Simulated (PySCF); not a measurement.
Cl2H6Si3, SMILES Cl[SiH](Cl)[SiH2][SiH3]. Coordinates come from a PBE-D3(BJ)/def2-SVP optimisation. One conformer was computed; it need not be the lowest.

Computed equilibrium geometry at PBE-D3(BJ)/def2-SVP (PySCF confirms it by a frequency run) as bond lengths and angles (one conformer of several):
Atoms: Si1 Si2 Si3 Cl4 Cl5 H6 H7 H8 H9 H10 H11. Bond lengths (Å): Si1–Si2 2.352, Si1–H6 1.503, Si1–H7 1.505, Si1–H8 1.503, Si2–Si3 2.343, Si2–H9 1.506, Si2–H10 1.506, Si3–Cl4 2.086, Si3–Cl5 2.086, Si3–H11 1.500. Angles (°): Si2–Si1–H6 108.9, Si2–Si1–H7 110.6, Si2–Si1–H8 108.9, H6–Si1–H7 109.5, H6–Si1–H8 109.6, H7–Si1–H8 109.5, Si1–Si2–Si3 105.9, Si1–Si2–H9 111.5, Si1–Si2–H10 111.5, Si3–Si2–H9 109.3, Si3–Si2–H10 109.3, H9–Si2–H10 109.3, Si2–Si3–Cl4 106.9, Si2–Si3–Cl5 106.9, Si2–Si3–H11 118.5, Cl4–Si3–Cl5 109.3, Cl4–Si3–H11 107.5, Cl5–Si3–H11 107.5.
